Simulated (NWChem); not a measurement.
System: InHOI2; SMILES [OH][In]([I])[I]

```xyz
5

In     0.7149     0.0093     0.0000
I     -0.5619    -2.3275     0.0000
I     -0.5649     2.3257     0.0000
O      2.7008     0.0586     0.0000
H      3.0842    -0.8276     0.0000
```
Atoms are numbered in this order, from 1.

All runs: NWChem. Coordinates come from a PBE0/def2-SVP optimisation. def2 effective core potentials on In, I; no spin-orbit coupling.

Problem. Predict the results for N12/def2-SVP. Quantities: highest occupied level (eV); orbital gap (eV); dipole (D).

Solution. 
```
Item                         Result
---------------------------  ------
highest occupied level (eV)   -6.35
orbital gap (eV)               3.06
dipole (D)                     1.09
```
